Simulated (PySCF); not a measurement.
## Which determinant of SeN lies lowest?

Unrestricted PBE0; basis Se 6-31G(d,p), N 6-31G(d,p); no relativity; PySCF 2.14. Outer shells of the fragments: Se 3d10 4s2 4p4; N 2s2 2p3.

Followed along the bond (rough minima from three points):

```tsv
2Ms+1	unpaired	⟨S²⟩ at the start	R at minimum (Å)	Te (eV)
2	π ↑	0.92	1.66	0.00
4	π ↑↑↑	3.76	none in the scan	≤ 1.83
6	σ ↑, π ↑↑↑↑	8.75	none in the scan	≤ 6.19
```

Solutions found at the starting distance of 1.770 Å, counted from the lowest of them; the search is not exhaustive and high or unbound solutions are not listed, so other states can lie among these:

```tsv
2Ms+1	unpaired	term	E (eV)	⟨S²⟩	⟨Lz²⟩	μ (D)
2	π ↑	²Π	0.00	0.92	1.01	-1.71
4	π ↑↑↑	⁴Π	1.72	3.76	1.00	-1.60
2	π ↑↑↓	mixed	2.30	1.76	3.01	-1.67
4	σ ↑, π ↑↑	⁴Σ⁻	2.59	3.76	0.00	-0.76
2	σ ↑, π ↑↓	mixed	3.38	1.76	2.01	-1.13
2	σ ↓, π ↑↑	mixed	3.48	1.77	0.00	-1.17
2	π ↑	mixed	4.16	0.75	3.01	-1.90
4	σ ↑, π ↑↑	mixed	5.98	3.75	2.01	-1.43
4	σ ↑, π ↑↑	mixed	6.05	3.80	2.01	-0.57
2	σ ↓, π ↑↑	mixed	6.69	1.84	2.01	-0.54
```

A term symbol is given only where ⟨S²⟩ and ⟨Lz²⟩ are close to those of a pure state; real π, δ and φ orbitals otherwise mix terms. A positive dipole means Se(−)N(+).

Spin–orbit coupling is left out. Counting both spins, an empty level lies below a filled one in some of these solutions, because spin and occupation are held.
